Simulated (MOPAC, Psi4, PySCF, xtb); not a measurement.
Two rigid molecules brought together: H2 ··· H2 (SMILES [H][H] and [H][H]). Monomers: optimised at B3LYP-D3(BJ) (def2-TZVP), held rigid. Orientation: lowest of the rigid-body minima from ten starts at GFN2-xTB. Only R, the distance of the centres of mass, is varied, so the lowest point isn't the relaxed dimer.

Levels: PM6, restricted, heats of formation (MOPAC); RMP2/6-31G* = restricted MP2 (frozen core)/6-31G*, spherical d, no counterpoise correction in PySCF; GFN1-xTB (xtb); CCSD(T)/aug-cc-pVDZ = Psi4 1.11 with DF-CCSD(T)/aug-cc-pVDZ, frozen core, counterpoise-corrected.

Interaction energies in kJ/mol; the last columns give the difference from CCSD(T):

```json
[
 {"R / Å": "2.62", "PM6": "1.33", "RMP2/6-31G*": "4.74", "GFN1-xTB": "5.26", "CCSD(T)/aug-cc-pVDZ": "2.98", "PM6 − CCSD(T)/aug-cc-pVDZ": "-1.65", "RMP2/6-31G* − CCSD(T)/aug-cc-pVDZ": "1.75", "GFN1-xTB − CCSD(T)/aug-cc-pVDZ": "2.28"},
 {"R / Å": "2.84", "PM6": "0.39", "RMP2/6-31G*": "2.11", "GFN1-xTB": "2.19", "CCSD(T)/aug-cc-pVDZ": "0.94", "PM6 − CCSD(T)/aug-cc-pVDZ": "-0.55", "RMP2/6-31G* − CCSD(T)/aug-cc-pVDZ": "1.17", "GFN1-xTB − CCSD(T)/aug-cc-pVDZ": "1.25"},
 {"R / Å": "3.07", "PM6": "0.00", "RMP2/6-31G*": "0.85", "GFN1-xTB": "0.75", "CCSD(T)/aug-cc-pVDZ": "0.06", "PM6 − CCSD(T)/aug-cc-pVDZ": "-0.06", "RMP2/6-31G* − CCSD(T)/aug-cc-pVDZ": "0.79", "GFN1-xTB − CCSD(T)/aug-cc-pVDZ": "0.69"},
 {"R / Å": "3.26", "PM6": "-0.07", "RMP2/6-31G*": "0.36", "GFN1-xTB": "0.21", "CCSD(T)/aug-cc-pVDZ": "-0.21", "PM6 − CCSD(T)/aug-cc-pVDZ": "0.13", "RMP2/6-31G* − CCSD(T)/aug-cc-pVDZ": "0.57", "GFN1-xTB − CCSD(T)/aug-cc-pVDZ": "0.42"},
 {"R / Å": "3.42", "PM6": "-0.07", "RMP2/6-31G*": "0.14", "GFN1-xTB": "0.00", "CCSD(T)/aug-cc-pVDZ": "-0.28", "PM6 − CCSD(T)/aug-cc-pVDZ": "0.21", "RMP2/6-31G* − CCSD(T)/aug-cc-pVDZ": "0.42", "GFN1-xTB − CCSD(T)/aug-cc-pVDZ": "0.28"},
 {"R / Å": "3.69", "PM6": "-0.04", "RMP2/6-31G*": "-0.02", "GFN1-xTB": "-0.13", "CCSD(T)/aug-cc-pVDZ": "-0.27", "PM6 − CCSD(T)/aug-cc-pVDZ": "0.24", "RMP2/6-31G* − CCSD(T)/aug-cc-pVDZ": "0.25", "GFN1-xTB − CCSD(T)/aug-cc-pVDZ": "0.14"},
 {"R / Å": "3.98", "PM6": "-0.01", "RMP2/6-31G*": "-0.06", "GFN1-xTB": "-0.14", "CCSD(T)/aug-cc-pVDZ": "-0.21", "PM6 − CCSD(T)/aug-cc-pVDZ": "0.20", "RMP2/6-31G* − CCSD(T)/aug-cc-pVDZ": "0.15", "GFN1-xTB − CCSD(T)/aug-cc-pVDZ": "0.07"},
 {"R / Å": "4.24", "PM6": "-0.01", "RMP2/6-31G*": "-0.05", "GFN1-xTB": "-0.12", "CCSD(T)/aug-cc-pVDZ": "-0.16", "PM6 − CCSD(T)/aug-cc-pVDZ": "0.15", "RMP2/6-31G* − CCSD(T)/aug-cc-pVDZ": "0.11", "GFN1-xTB − CCSD(T)/aug-cc-pVDZ": "0.04"},
 {"R / Å": "4.73", "PM6": "0.00", "RMP2/6-31G*": "-0.02", "GFN1-xTB": "-0.08", "CCSD(T)/aug-cc-pVDZ": "-0.09", "PM6 − CCSD(T)/aug-cc-pVDZ": "0.09", "RMP2/6-31G* − CCSD(T)/aug-cc-pVDZ": "0.06", "GFN1-xTB − CCSD(T)/aug-cc-pVDZ": "0.01"},
 {"R / Å": "5.46", "PM6": "0.00", "RMP2/6-31G*": "-0.01", "GFN1-xTB": "-0.03", "CCSD(T)/aug-cc-pVDZ": "-0.04", "PM6 − CCSD(T)/aug-cc-pVDZ": "0.04", "RMP2/6-31G* − CCSD(T)/aug-cc-pVDZ": "0.03", "GFN1-xTB − CCSD(T)/aug-cc-pVDZ": "0.00"},
 {"R / Å": "6.46", "PM6": "0.00", "RMP2/6-31G*": "0.00", "GFN1-xTB": "-0.01", "CCSD(T)/aug-cc-pVDZ": "-0.01", "PM6 − CCSD(T)/aug-cc-pVDZ": "0.01", "RMP2/6-31G* − CCSD(T)/aug-cc-pVDZ": "0.01", "GFN1-xTB − CCSD(T)/aug-cc-pVDZ": "0.00"},
 {"R / Å": "7.78", "PM6": "0.00", "RMP2/6-31G*": "0.00", "GFN1-xTB": "0.00", "CCSD(T)/aug-cc-pVDZ": "0.00", "PM6 − CCSD(T)/aug-cc-pVDZ": "0.00", "RMP2/6-31G* − CCSD(T)/aug-cc-pVDZ": "0.00", "GFN1-xTB − CCSD(T)/aug-cc-pVDZ": "0.00"}
]
```

PM6 is furthest from CCSD(T)/aug-cc-pVDZ at 2.62 (-1.65 kJ/mol, below); its mean absolute difference over the points is 0.28 kJ/mol.

RMP2/6-31G* is furthest from CCSD(T)/aug-cc-pVDZ at 2.62 (1.75 kJ/mol, above); its mean absolute difference over the points is 0.44 kJ/mol.

GFN1-xTB is furthest from CCSD(T)/aug-cc-pVDZ at 2.62 (2.28 kJ/mol, above); its mean absolute difference over the points is 0.43 kJ/mol.
